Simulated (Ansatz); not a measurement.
`C/C=C\BCl` and `C/C=C/N` differ in one atom or group (the configuration at the double bond changes too).

Ansatz, PBE0-D4/def2-TZVP geometries, multiplicity 1. Each molecule was computed in one conformer, which needn't be the lowest.

| property | `C/C=C\BCl` |
| --- | --- |
| HOMO energy (B3LYP/def2-TZVPP) / eV | -7.72 |
| LUMO energy (ωB97M-V/def2-TZVPP) / eV | 0.10 |
| size of the dipole moment (ωB97M-V/def2-TZVPP) / D | 2.59 |
| HOMO–LUMO gap (B3LYP/def2-TZVPP) / eV | 5.63 |
| size of the dipole moment (PBE/def2-TZVPP) / D | 2.56 |
| HOMO energy (PBE/def2-TZVPP) / eV | -6.85 |

Give the same properties after the change, and the shifts. (Best estimate.)

Computed: 
| property | `C/C=C/N` | shift |
| --- | --- | --- |
| HOMO energy (B3LYP/def2-TZVPP) / eV | -5.52 | 2.20 |
| LUMO energy (ωB97M-V/def2-TZVPP) / eV | 2.65 | 2.55 |
| size of the dipole moment (ωB97M-V/def2-TZVPP) / D | 1.30 | -1.29 |
| HOMO–LUMO gap (B3LYP/def2-TZVPP) / eV | 6.36 | 0.73 |
| size of the dipole moment (PBE/def2-TZVPP) / D | 1.35 | -1.21 |
| HOMO energy (PBE/def2-TZVPP) / eV | -4.57 | 2.28 |

With PBE0 the HOMO rises by 2.25 eV and the LUMO rises by 3.09 eV, so the gap widens by about 0.84 eV. PBE moves the HOMO by 2.28 eV and ωB97M-V by 2.19 eV. Dipoles are sizes alone; their direction can turn.

B3LYP here is the variant with VWN-RPA as its local correlation; programs differ in this.
